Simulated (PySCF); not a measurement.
# Hartree-Fock beside MP2: AlBClH3N

Calculated results; nothing here was measured. They come from PySCF 2.14.0, an open-source quantum chemistry program, on an isolated molecule that a program drew, which may never have been made. The molecule is AlBClH3N (charge 0, doublet), drawn as the SMILES string `N[B]([AlH])Cl`.

The geometry was optimised and harmonic frequencies were computed with HF and MP2, all in the cc-pV(D+d)Z basis, for the commonest isotopes, with a restricted reference for singlets and an unrestricted one otherwise, and a frozen core in MP2. Each result is a local minimum of its method.

Geometry at the HF minimum:
```xyz
7
AlBClH3N, angstrom
N    -1.5868   -1.3052    0.0684
B    -0.6059   -0.3254    0.0892
Al   -0.7219    1.7880   -0.3414
Cl    1.0790   -0.8984    0.4770
H    -2.5436   -1.1140   -0.1424
H    -1.3950   -2.2683    0.2634
H    -0.7275    2.8465    0.8508
```

Lengths of the bonds as drawn, in Å (atoms numbered as above):
| bond | HF | MP2 |
|---|---|---|
| N1-B2 | 1.387 | 1.397 |
| B2-Al3 | 2.160 | 2.150 |
| B2-Cl4 | 1.821 | 1.805 |
| N1-H5 | 0.998 | 1.013 |
| N1-H6 | 1.001 | 1.017 |
| Al3-H7 | 1.594 | 1.595 |

Rotational constants, in GHz:
```
constant,HF,MP2
A,5.884,5.816
B,2.793,2.857
C,1.919,1.94
```

Harmonic frequencies in cm^-1, each column in rising order, so a row needn't be the same motion in every method:
| rank | HF | MP2 |
|---|---|---|
| 1 | 123 | 107 |
| 2 | 142 | 142 |
| 3 | 302 | 289 |
| 4 | 316 | 298 |
| 5 | 469 | 462 |
| 6 | 537 | 512 |
| 7 | 607 | 575 |
| 8 | 633 | 628 |
| 9 | 727 | 728 |
| 10 | 1094 | 1029 |
| 11 | 1376 | ? |
| 12 | 1742 | 1611 |
| 13 | 1920 | 1899 |
| 14 | 3797 | 3602 |
| 15 | 3911 | 3735 |

**Estimate the missing MP2 frequency from the HF column.**

A single factor s that minimises the squared misfit of MP2 against s times HF over the other rows is sum(HF x MP2) / sum(HF^2) = 0.9542, with an rms misfit of 27 cm^-1. For rank 11 it gives 0.9542 x 1376 = 1313 cm^-1. The calculation gives 1340 cm^-1, 27 cm^-1 above the estimate. The drawn bonds are on average 0.4 % longer in MP2 than in HF.
